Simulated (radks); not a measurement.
Results of a calculation; reference values are marked as such.
Task: Valence configurations of neutral holmium (all share [Xe]). Level of theory: Dirac Kohn-Sham, PBEsol, spin-unpolarised, spherical densities, point nucleus; open shells are shared between the two j in proportion to 2j + 1 (a radial shooting solver on a logarithmic mesh with Libxc functionals). Order these by energy: 4f10 6s2 6p1; 4f9 5d2 6s2; 4f11 6s2; 4f11 5d1 6s1; 4f11 6s1 6p1; 4f11 5d0.5 6s1.5; 4f8 5d2 6s2 6p1; 4f10 5d1.5 6s1.5; 4f10 5d1 6s2.

Result: From the lowest, in eV above it: 4f11 6s2 0.000; 4f11 5d0.5 6s1.5 1.385; 4f11 6s1 6p1 2.743; 4f11 5d1 6s1 2.790; 4f10 5d1 6s2 4.550; 4f10 5d1.5 6s1.5 5.658; 4f10 6s2 6p1 6.030; 4f9 5d2 6s2 14.503; 4f8 5d2 6s2 6p1 34.275. NIST lists [Xe] 4f11 6s2 as the ground configuration; this level of theory agrees among the configurations tried. The energies are those of spherical spin-averaged densities, not of single terms. No valid solution was reached for [Xe] 4f12 6s1.
